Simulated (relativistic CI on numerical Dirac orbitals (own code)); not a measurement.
What each ingredient does to the levels of Sr XXXI

Base calculation: Dirac-Coulomb-Breit CI, orbitals from a KLI potential per configuration, model QED, unscaled Slater integrals.

Configurations in the expansion (outside the closed core 1s2): 2s2 2p4, 2s 2p5, 2p6, 2p5 3s, 2p5 3p, 2p5 3d, 2s2 2p3 3s, 2s2 2p3 3p, 2s2 2p3 3d, 2s 2p4 3s, 2s 2p4 3p, 2s 2p4 3d, 2s2 2p3 4s, 2s2 2p3 4p, 2s2 2p3 4d, 2s2 2p3 4f. Levels of other configurations are missing.

Variants: (1) one mean potential for all configurations. Shifts of the energy above 2s2 2p4 3P_2, in eV, for the lowest level and the first level of each name with at least 55 % of one term (blank where a level changes its place among those of its configuration and J or its character, or is not in the variant):

```csv
Level,Base,Δ(1)
2s2 2p4 3P_2,0.00,0.00
2s2 2p4 3P_1,67.48,+0.03
2s2 2p4 1D_2,80.77,+0.02
2s 2p5 3P°_2,234.21,+0.05
2s 2p5 3P°_1,261.68,+0.05
2s 2p5 3P°_0,306.69,+0.05
2s 2p5 1P°_1,337.54,+0.05
2p6 1S_0,527.43,+0.18
2s2 2p3 3s 3D°_3,2114.97,+1.83
2s2 2p3 3s 1D°_2,2118.83,+1.91
2s2 2p3 3p 3P_0,2128.18,+1.86
2s2 2p3 3s 3P°_0,2132.78,+1.55
2s2 2p3 3s 3P°_1,2134.54,+1.60
2s2 2p3 3p 3D_3,2181.63,+1.66
```

At this charge energies of transitions that change n are usually good to better than 1 %, and those within a shell (Δn = 0) to a few per cent.

Ionisation energy from the two ground configurations alone: base 3660.71 eV. The NIST ASD value (semi-empirical) is 3664 eV.

LS names give the leading component of a level, which can be under half, so a name can repeat, a term be missing and a line seem to break the LS rules.
